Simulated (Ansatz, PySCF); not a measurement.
(1Z,3Z)-1,4-difluorobuta-1,3-diene (C4H4F2), SMILES F/C=C\C=C/F. Atoms are numbered in the order given.

```xyz
10

F      0.4999     2.4585     0.0000
C     -0.6178     1.7363     0.0000
C     -0.6036     0.3996     0.0000
C      0.6036    -0.3996     0.0000
C      0.6178    -1.7363     0.0000
F     -0.4999    -2.4585     0.0000
H     -1.5214     2.3513     0.0000
H     -1.5701    -0.1086     0.0000
H      1.5701     0.1086     0.0000
H      1.5214    -2.3513     0.0000
```

Geometry optimised at PBE0-D3(BJ)/def2-SVP. One conformer was computed; it need not be the lowest.

Two levels are set side by side: PBE-D3(BJ)/def2-SVP (Ansatz, a first-principles code) and PBE0-D3(BJ)/def2-SVP (Ansatz). Each level has its own optimised geometry; the coordinates shown are those of the second. Frequencies come from the Hessian of PySCF at each geometry. Differences are taken from unrounded values.

| quantity | PBE0-D3(BJ) | PBE-D3(BJ) | PBE-D3(BJ) minus PBE0-D3(BJ) |
|---|---|---|---|
| mean bond length (Å) | 1.239 | 1.249 | 0.010 |
| bond F1–C2 (Å) | 1.331 | 1.345 | 0.014 |
| bond C2–C3 (Å) | 1.337 | 1.351 | 0.014 |
| bond C3–C4 (Å) | 1.448 | 1.449 | 0.001 |
| bond C4–C5 (Å) | 1.337 | 1.351 | 0.014 |
| bond C5–F6 (Å) | 1.331 | 1.345 | 0.014 |
| bond C2–H7 (Å) | 1.093 | 1.102 | 0.009 |
| bond C3–H8 (Å) | 1.092 | 1.100 | 0.008 |
| bond C4–H9 (Å) | 1.092 | 1.100 | 0.008 |
| bond C5–H10 (Å) | 1.093 | 1.102 | 0.009 |
| highest harmonic wavenumber (cm⁻¹) | 3246 | 3147 | -99 |
| mean harmonic wavenumber (cm⁻¹) | 1309 | 1260 | -49 |
| zero-point energy (kcal/mol) | 44.89 | 43.23 | -1.67 |

Exact exchange shortens and stiffens bonds; PBE has none. Differences between two approximate levels are no errors against the true value.
